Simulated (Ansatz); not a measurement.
# Calibrating HF/def2-TZVPP on molecular compounds of Mg

The vertical ionisation energy (cation less neutral) in eV of 7 molecular compounds of Mg: x at HF/def2-TZVPP, y at CCSD(T)/def2-TZVPP. Shapes, held fixed at every level: PBE0-D4/def2-TZVP. Programs: Ansatz 0.2.0.

| molecule | x (eV) | y (eV) |
| --- | --- | --- |
| Mg(NH2)2 | 7.21 | 8.71 |
| C2H6Mg (SMILES C[CH2][MgH]) | 7.51 | 8.58 |
| Mg(NH2)Br | 7.64 | 9.12 |
| CH6MgOSSi (SMILES C[S][Mg][O][SiH3]) | 7.80 | ? |
| CH4MgO (SMILES C[O][MgH]) | 8.27 | 9.67 |
| MgH(OH) | 9.12 | 10.80 |
| MgClF (SMILES [F][Mg][Cl]) | 10.73 | 11.74 |

Question: Fit y = c + s·x to the known rows and predict y for CH6MgOSSi.

Answer: 
1. Means of the 6 rows: x = 8.4133, y = 9.770.
2. Σ(Δx)² = 8.7489, Σ(Δx·Δy) = 8.1592, so the slope is 8.1592/8.7489 = 0.9326.
3. Intercept: 9.770 − (0.9326) × 8.4133 = 1.924. The largest residual of the fit is 0.37.
4. CH6MgOSSi: 1.924 + 0.9326 × 7.80 = 9.20 eV.

CCSD(T)/def2-TZVPP gives 8.91 eV, so the prediction is off by +0.29 eV, within the largest residual. Uncorrected, HF/def2-TZVPP misses CH6MgOSSi by -1.11 eV, and the other rows by 1.36 on average. The line overshoots: the miss goes from -1.11 to +0.29. Left out in turn, the other rows are missed by 0.34 eV on average. Cations run unrestricted. Relativity is left out for Br. Outer-core shells of Br, Mg are correlated, in sets that cover them unevenly.
